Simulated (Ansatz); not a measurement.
Gas-phase electronic energies from Ansatz, PBE0-D4/def2-TZVP geometries. CBS: MP2 limit from def2 TZ/QZ plus the TZ coupled-cluster correction, frozen cores. This one scheme is used for every species. Functionals use def2-TZVPP. Triplets are unrestricted, without spin–orbit coupling. Each species was taken in one conformer, which may not be the lowest.

Reaction (formal loss of a carbene): `C[SiH2]CCl` → `C[SiH2]Cl` + `[CH2]` (triplet)

| level | ΔE (eV) | difference from CCSD(T)/CBS |
| --- | --- | --- |
| PBE-D4 | 3.27 | 0.13 |
| r2SCANh-D4 | 2.86 | -0.28 |
| B2PLYP | 3.02 | -0.12 |
| PBE | 3.19 | 0.05 |
| revPBE | 2.93 | -0.21 |
| HF/def2-SVP | 1.55 | -1.59 |
| CCSD/def2-SVP | 2.82 | -0.32 |
| CCSD/def2-TZVPP | 2.89 | -0.25 |
| MP2/def2-QZVPP | 3.17 | 0.03 |
| HF/CBS(def2) | 1.51 | -1.63 |
| CCSD(T)/CBS | 3.14 | 0 |

Largest T1 diagnostic among the species: 0.011.

The D4 term adds +0.12 eV with B3LYP and +0.07 eV with PBE0; it sums over pairs of atoms, weighted by their polarisabilities, and B3LYP, whose exchange is more repulsive, gets the larger term. From r2SCAN to r2SCAN0 (25 % exact exchange), in def2-TZVPP and without D4, ΔE moves by −0.07 eV. Leaving LDA and LC-ωPBE aside and taking each functional with its dispersion term where it has one, the values, not all of them listed here, spread over 0.44 eV, from r2SCAN0-D4 to PBE-D4. LDA lies +0.75 eV from PBE without D4.

CCSD(T)/CBS has its own doubt, a few kJ/mol and more with outer-core shells, so smaller differences from it don't rank the levels.

B3LYP here is the variant with VWN-RPA as its local correlation; programs differ in this.
